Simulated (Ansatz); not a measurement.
Geometry optimisation, Ansatz, RKS B3LYP-D4/def2-SVP.

Input file:

```yaml
crystal:
  periodic: [false, false, false]
  atoms:
    - { symbol: Hf, position_ang: [-0.102169, -0.220656, 0.114679] }
    - { symbol: Cl, position_ang: [0.064618, -0.113599, 2.597351] }
    - { symbol: Cl, position_ang: [1.992265, -0.39197, -0.986843] }
    - { symbol: O, position_ang: [-1.171675, 1.179957, -0.611013] }
    - { symbol: H, position_ang: [-1.666065, 1.892183, -1.019054] }
    - { symbol: O, position_ang: [-0.990382, -1.863133, -0.239692] }
    - { symbol: H, position_ang: [-1.557109, -2.567835, -0.555124] }
    - { symbol: F, position_ang: [1.325223, 2.414851, 1.153683] }
    - { symbol: H, position_ang: [1.237794, 2.093303, 2.020012] }
basis:
  gaussian: { orbitals: def2-SVP }
hamiltonian:
  xc: b3lyp
  dispersion: d4
relax:
  f_tol: 0.03
  max_steps: 50
output:
  orbitals: {}
```

Command:

```bash
$ ansatz run input.yaml --threads 4 --pin off --max-ram 5120MiB --backend cpu --events-out ev --progress --plain --runs-dir out
```

Question: Where does it end, and by what steps?

Answer: The forces met the threshold. After 14 steps the energy has fallen by 0.263 eV; F8 moved furthest, 0.52 Å. Joined: Hf1–F8 (3.17 → 2.41 Å).

```json
{"step": "0", "energy less start (eV)": "0.0000", "largest force component (eV/Å)": "0.973", "accepted": "yes"}
{"step": "1", "energy less start (eV)": "-0.0836", "largest force component (eV/Å)": "0.881", "accepted": "yes"}
{"step": "2", "energy less start (eV)": "-0.1796", "largest force component (eV/Å)": "0.400", "accepted": "yes"}
{"step": "3", "energy less start (eV)": "-0.2341", "largest force component (eV/Å)": "0.141", "accepted": "yes"}
{"step": "4", "energy less start (eV)": "-0.2482", "largest force component (eV/Å)": "0.196", "accepted": "yes"}
{"step": "5", "energy less start (eV)": "-0.2420", "largest force component (eV/Å)": "0.645", "accepted": "no"}
{"step": "6", "energy less start (eV)": "-0.2539", "largest force component (eV/Å)": "0.119", "accepted": "yes"}
{"step": "7", "energy less start (eV)": "-0.2587", "largest force component (eV/Å)": "0.080", "accepted": "yes"}
{"step": "8", "energy less start (eV)": "-0.2587", "largest force component (eV/Å)": "0.329", "accepted": "no"}
{"step": "9", "energy less start (eV)": "-0.2604", "largest force component (eV/Å)": "0.053", "accepted": "yes"}
{"step": "10", "energy less start (eV)": "-0.2591", "largest force component (eV/Å)": "0.309", "accepted": "no"}
{"step": "11", "energy less start (eV)": "-0.2618", "largest force component (eV/Å)": "0.037", "accepted": "yes"}
{"step": "12", "energy less start (eV)": "-0.2623", "largest force component (eV/Å)": "0.112", "accepted": "yes"}
{"step": "13", "energy less start (eV)": "-0.2625", "largest force component (eV/Å)": "0.048", "accepted": "yes"}
{"step": "14", "energy less start (eV)": "-0.2626", "largest force component (eV/Å)": "0.025", "accepted": "yes"}
```

```xyz
9
Properties=species:S:1:pos:R:3
Hf 0.010 0.040 0.152
Cl 0.020 -0.046 2.618
Cl 2.035 -0.323 -1.055
O -1.118 1.381 -0.619
H -1.816 1.799 -1.127
O -0.910 -1.597 -0.164
H -1.366 -2.422 -0.330
F 1.218 1.921 1.046
H 1.059 1.671 1.953
```

Run time: 48 s on 4 threads of Arm Neoverse V1 (shared host), peak memory 0.33 GiB.
